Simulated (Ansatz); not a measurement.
Reaction (redistribution): `[SiH3][Al]1[CH2][GaH]1` + `C[S][Al]([F])[Cl]` → `C[S][Al]([F])[SiH3]` + `[Cl][Al]1[CH2][GaH]1`

Computed with Ansatz on PBE0-D4/def2-TZVP structures; ΔE is electronic, products minus reactants. CCSD(T)/CBS is the MP2 limit (def2-TZVPP, def2-QZVPP) plus CCSD(T) − MP2 in def2-TZVPP, frozen cores. DFT in def2-TZVPP. B3LYP here is the variant with VWN-RPA as its local correlation; programs differ in this. For Ga outer-core shells are correlated without core-valence functions, which leaves a few kJ/mol of doubt a bond. Scalar relativity is left out up to krypton. One conformer a species, not always the lowest.

Is it downhill or uphill in electronic energy at CCSD(T)/CBS, and by how much? (Best estimate.)

The calculation gave: Downhill: ΔE = -4.9 kJ/mol.

What do these levels give: r2SCAN-D4, ωB97M-V, r2SCAN, PBE0, B3LYP, MP2/def2-TZVPP, SCS-MP2/def2-TZVPP, CCSD/def2-TZVPP, HF/def2-QZVPP, MP2/def2-QZVPP, SCS-MP2/def2-QZVPP, CCSD/CBS(def2)? (Estimate.)

Computed: r2SCAN-D4 -1.6, ωB97M-V -7.0, r2SCAN -1.4, PBE0 -7.0, B3LYP -5.3, MP2/def2-TZVPP -6.5, SCS-MP2/def2-TZVPP -5.9, CCSD/def2-TZVPP -6.1, HF/def2-QZVPP -5.5, MP2/def2-QZVPP -5.8, SCS-MP2/def2-QZVPP -5.4, CCSD/CBS(def2) -5.2 kJ/mol.

Largest T1 diagnostic among the species: 0.015.
